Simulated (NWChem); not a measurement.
# BH2S2Cl; SMILES SB(S)Cl

Results from NWChem. Level B3LYP/def2-SVP: optimisations from one semi-empirical or force-field start; each run changes one setting, and all end within 0.3 mHa of each other. One conformer.

Problem. Which setting needs the most optimisation steps, or fails (symmetry off; redundant internal coordinates, default thresholds; trust radius 0.05; Cartesian coordinates)?

Solution. Cartesian coordinates, with 6 against 4 for the defaults.
```json
[
 {"setting": "redundant internal coordinates, default thresholds", "optimisation steps": "4"},
 {"setting": "Cartesian coordinates", "optimisation steps": "6"},
 {"setting": "symmetry off", "optimisation steps": "4"},
 {"setting": "trust radius 0.05", "optimisation steps": "4"}
]
```
